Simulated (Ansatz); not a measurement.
W2S4⁻, 6 atoms. Hardware: 4 threads of Arm Neoverse V1 on a shared host.

In the def2 sets W takes a core potential; there is no spin–orbit coupling. Correlated methods freeze 20 core orbitals; core or outer-core shells of W are correlated, in sets that lack core-valence functions.

Task: How many basis functions does each of these Ansatz runs have, and roughly what does it cost? PBE0-D4/def2-TZVPD, charge -1 doublet, energy, from earlier orbitals; r2SCAN0-D4/def2-TZVPD, charge -1 doublet, energy, from earlier orbitals; r2SCAN-D4/def2-TZVPD, charge -1 doublet, energy, from earlier orbitals; PBE-D4/def2-TZVPD, charge -1 doublet, energy and forces, from earlier orbitals; BHLYP-D4/def2-TZVPD, charge -1 doublet, energy, from earlier orbitals; CAM-B3LYP-D4/def2-TZVPD, charge -1 doublet, energy, from earlier orbitals; RPA@PBE/def2-TZVPD, charge -1 doublet, energy, from earlier orbitals; MP2/def2-TZVPD, charge -1 doublet, energy, from earlier orbitals; PBE0-D4/def2-SVP, charge -1 doublet, energy with a search over starts; PBE-D4/def2-SVPD, charge -1 doublet, relaxation, 17 steps.

Result: Other jobs shared the machine, so times can vary by a factor of up to 3.

```tsv
run	functions	fitting or Cholesky vectors	wall time	peak host memory (GiB)
RPA@PBE/def2-TZVPD, charge -1 doublet, energy, from earlier orbitals	270	1854	31 s	1.1
PBE-D4/def2-TZVPD, charge -1 doublet, energy and forces, from earlier orbitals	270	1864	33 s	1.3
PBE0-D4/def2-SVP, charge -1 doublet, energy with a search over starts	136	1266	41 s	0.63
MP2/def2-TZVPD, charge -1 doublet, energy, from earlier orbitals	270	1854	45 s	1.5
r2SCAN-D4/def2-TZVPD, charge -1 doublet, energy, from earlier orbitals	270	1864	76 s	1.4
CAM-B3LYP-D4/def2-TZVPD, charge -1 doublet, energy, from earlier orbitals	270	1854	76 s	1.8
PBE0-D4/def2-TZVPD, charge -1 doublet, energy, from earlier orbitals	270	2092	1.8 min	1.6
PBE-D4/def2-SVPD, charge -1 doublet, relaxation, 17 steps	178	1712	1.9 min	0.57
BHLYP-D4/def2-TZVPD, charge -1 doublet, energy, from earlier orbitals	270	2330	2.5 min	1.6
r2SCAN0-D4/def2-TZVPD, charge -1 doublet, energy, from earlier orbitals	270	2092	2.6 min	1.7
```
